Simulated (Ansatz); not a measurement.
Mulliken charges of C₂H₅BO, SMILES `BC1CO1` from r2SCAN/def2-TZVPP in Ansatz (PBE0-D4/def2-TZVP geometry).

```json
{"atom": "B1", "x (Å)": "-0.625", "y (Å)": "0.992", "z (Å)": "-0.708", "charge (e)": "-0.028"}
{"atom": "C2", "x (Å)": "0.568", "y (Å)": "0.183", "z (Å)": "-0.196", "charge (e)": "0.069"}
{"atom": "C3", "x (Å)": "0.179", "y (Å)": "-0.936", "z (Å)": "0.717", "charge (e)": "0.102"}
{"atom": "O4", "x (Å)": "0.679", "y (Å)": "-1.207", "z (Å)": "-0.550", "charge (e)": "-0.323"}
{"atom": "H5", "x (Å)": "-1.527", "y (Å)": "0.427", "z (Å)": "-1.250", "charge (e)": "0.016"}
{"atom": "H6", "x (Å)": "-0.680", "y (Å)": "2.169", "z (Å)": "-0.501", "charge (e)": "0.006"}
{"atom": "H7", "x (Å)": "1.528", "y (Å)": "0.635", "z (Å)": "0.042", "charge (e)": "0.050"}
{"atom": "H8", "x (Å)": "-0.872", "y (Å)": "-1.172", "z (Å)": "0.873", "charge (e)": "0.054"}
{"atom": "H9", "x (Å)": "0.839", "y (Å)": "-1.139", "z (Å)": "1.557", "charge (e)": "0.054"}
```

Task: By hand: the dipole of these point charges (1 e Å = 4.8032 D).

Result: Σ q r = (-0.098, 0.206, 0.367) e Å, of length 0.432 e Å = 2.07 D.

Task: How does the dipole of the full density compare? (An estimate is asked.)

Result: The calculation gave: (0.010, 0.107, 0.329) e Å, 1.66 D; the point charges give 1.25 times that, at 19° from its direction.

Point charges leave out the atoms' own dipoles, such as those of lone pairs, and Mulliken's split depends on the basis, so the two needn't agree.
